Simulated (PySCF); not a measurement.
# Electrostatic potential from atomic charges

Species: `N#C[SiH2]C[SiH2]Cl`. Coordinates (GFN2-xTB, Å) and charges (e) from the PBE0/pcSseg-1 density (PySCF):

| atom | x | y | z | Mulliken | IAO | Hirshfeld | ESP-fitted |
| --- | --- | --- | --- | --- | --- | --- | --- |
| N1 | -2.436 | 1.933 | 0.806 | -0.1993 | -0.1933 | -0.1971 | -0.3793 |
| C2 | -2.000 | 0.904 | 0.554 | -0.2037 | -0.1598 | -0.0318 | +0.1507 |
| Si3 | -1.281 | -0.770 | 0.132 | +0.7020 | +0.7652 | +0.3892 | +0.4348 |
| C4 | 0.318 | -0.426 | -0.840 | -0.8667 | -0.8364 | -0.2435 | -0.4023 |
| Si5 | 1.672 | 0.542 | 0.086 | +0.6811 | +0.8118 | +0.3545 | +0.3719 |
| Cl6 | 2.297 | -0.577 | 1.645 | -0.3213 | -0.3140 | -0.1171 | -0.1952 |
| H7 | -2.280 | -1.449 | -0.699 | -0.0476 | -0.0971 | -0.0590 | -0.0817 |
| H8 | -1.050 | -1.465 | 1.398 | -0.0274 | -0.0936 | -0.0582 | -0.0646 |
| H9 | 0.726 | -1.382 | -1.171 | +0.1870 | +0.1733 | +0.0493 | +0.1316 |
| H10 | 0.066 | 0.125 | -1.747 | +0.1876 | +0.1763 | +0.0527 | +0.1353 |
| H11 | 2.818 | 0.764 | -0.795 | -0.0593 | -0.1182 | -0.0711 | -0.0619 |
| H12 | 1.150 | 1.801 | 0.605 | -0.0324 | -0.1142 | -0.0677 | -0.0392 |

Points outside the species (Å): A (4.9, -1.1, 0.3); B (-2.2, 4.1, -1.6); C (-5.1, -4.7, -6.4).

Problem. Find the potential V = 14.3996 V·Å × Σ q/r of each set of charges at these points.

Solution. In volts:

```json
{"point": "A", "nearest atom": "Cl6", "distance (Å)": "2.98", "Mulliken": "-0.038", "IAO": "-0.007", "Hirshfeld": "+0.089", "ESP-fitted": "+0.001"}
{"point": "B", "nearest atom": "N1", "distance (Å)": "3.25", "Mulliken": "-0.367", "IAO": "-0.301", "Hirshfeld": "-0.284", "ESP-fitted": "-0.345"}
{"point": "C", "nearest atom": "H7", "distance (Å)": "7.14", "Mulliken": "+0.081", "IAO": "+0.074", "Hirshfeld": "+0.052", "ESP-fitted": "+0.089"}
```

Problem. How far are the other sets from the ESP-fitted one at these points?

Solution. Root-mean-square difference: Mulliken 0.026 V, IAO 0.027 V, Hirshfeld 0.066 V. The ESP scheme is a least-squares fit of atom-centred charges to the potential on four shells outside the van der Waals surface, with the total charge fixed.

Problem. What energy would a point charge of -1 e have at B in the field of the ESP charges, leaving out polarisation?

Solution. +0.345 eV = +33.3 kJ/mol, a repulsion.

The structure is a single GFN2-xTB conformer in the gas phase; no vibrational or solvent corrections.

These values come from a run that also computed NMR shieldings. Hardware: an AMD EPYC 9R45 with one thread, no GPU, shared host with 96 logical CPUs at a one-minute load of 54. Cost: 14 s (grids of density and orbitals included), 0.72 GiB resident at most.

Shape of the structure used: `[N:1]#[C:2][SiH2:3][CH2:4][SiH2:5][Cl:6]`: C2–Si3–C4–Si5 61°, Si3–C4–Si5–Cl6 64°.
